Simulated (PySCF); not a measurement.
Electron correlation in F (fluorine, neutral)

[He] 2s1 2p6, 2S determinant (an excited configuration). Computed with PySCF 2.14 in def2-QZVPPD (8s5p4d2f1g, 66 functions), with the non-relativistic Hamiltonian (point nucleus). Frozen: 1s2; 7 electrons correlated.

```json
{"level": "CCSD", "correlation energy (mhartree)": "-337.17"}
{"level": "(T)", "correlation energy (mhartree)": "-61.13"}
{"level": "CCSD(T)", "correlation energy (mhartree)": "-398.30"}
```

Diagnostics: T1 = 0.039, D1 = 0.1409, largest double amplitude 0.371.

Q: Is a single reference adequate?

A: Not fully. T1 exceeds 0.03, a sign that the reference determinant is poor. A double-excitation amplitude exceeds 0.15, a sign of near-degeneracy.
